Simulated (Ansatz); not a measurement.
Geometry optimisation, RKS PBE0/def2-SVP (Ansatz).

Input:

```yaml
crystal:
  periodic: [false, false, false]
  atoms:
    - { symbol: Al, position_ang: [-1.041209, -1.195792, 0.609892] }
    - { symbol: F, position_ang: [-0.919165, -2.513456, -0.507974] }
    - { symbol: "N", position_ang: [0.136619, -0.139242, -0.137766] }
    - { symbol: C, position_ang: [0.730855, 1.168598, -0.220654] }
    - { symbol: H, position_ang: [0.375244, -0.777974, -0.899885] }
    - { symbol: H, position_ang: [-1.994081, -1.169821, 1.859326] }
    - { symbol: H, position_ang: [0.665576, 1.686959, 0.749638] }
    - { symbol: H, position_ang: [1.803085, 1.117363, -0.48386] }
    - { symbol: H, position_ang: [0.243174, 1.823264, -0.968718] }
basis:
  gaussian: { orbitals: def2-SVP }
hamiltonian:
  xc: pbe0
relax:
  f_tol: 0.03
  max_steps: 50
```

Command:

```bash
$ ansatz run input.yaml --threads 2 --pin off --max-ram 3072MiB --backend cpu --events-out ev --progress --plain --runs-dir out
```

Task: Where does it end, and by what steps?

Result: The forces met the threshold. After 7 steps the energy has fallen by 0.380 eV; H6 moved furthest, 0.61 Å.

```csv
step,energy less start (eV),largest force component (eV/Å),accepted
0,0.0000,1.128,yes
1,-0.1458,1.100,yes
2,-0.2916,0.747,yes
3,-0.3465,0.674,yes
4,-0.3721,0.205,yes
5,-0.3733,0.435,yes
6,-0.3785,0.127,yes
7,-0.3805,0.022,yes
```

```xyz
9
Properties=species:S:1:pos:R:3
Al -0.910 -1.243 0.468
F -1.271 -2.752 -0.143
N 0.187 -0.227 -0.473
C 0.648 1.106 -0.159
H 0.566 -0.571 -1.350
H -1.539 -0.770 1.831
H 0.233 1.436 0.807
H 1.748 1.168 -0.069
H 0.338 1.855 -0.911
```

Time of the run: 19 s on 2 threads of Arm Neoverse V1 (shared host), peak memory 0.16 GiB.
